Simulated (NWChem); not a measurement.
## F3Ga

```xyz
4

Ga     0.0000     0.0000     0.0000
F      0.0000     0.0000     1.7333
F     -1.5011     0.0000    -0.8666
F      1.5011     0.0000    -0.8666
```
Charge 0, spin multiplicity 1.

Program: NWChem. All single points use one geometry, from B3LYP/def2-SVP, a minimum by its harmonic frequencies.

Symmetry labels belong to the abelian group C2v used in the runs, with the axes of the coordinates shown; states degenerate in a higher group split over its labels.

The Hamiltonian is non-relativistic. The structure started from a generated list of species.

Problem. List the lowest 3 singlet excitations that TD-PBE/def2-SVP gives, with oscillator strengths.

Solution. 
| state | symmetry | energy (eV) | wavelength (nm) | f |
|---|---|---|---|---|
| 1 | b1 | 6.13 | 202 | 0.000 |
| 2 | b2 | 6.34 | 196 | 0.000 |
| 3 | a2 | 6.34 | 196 | 0.000 |
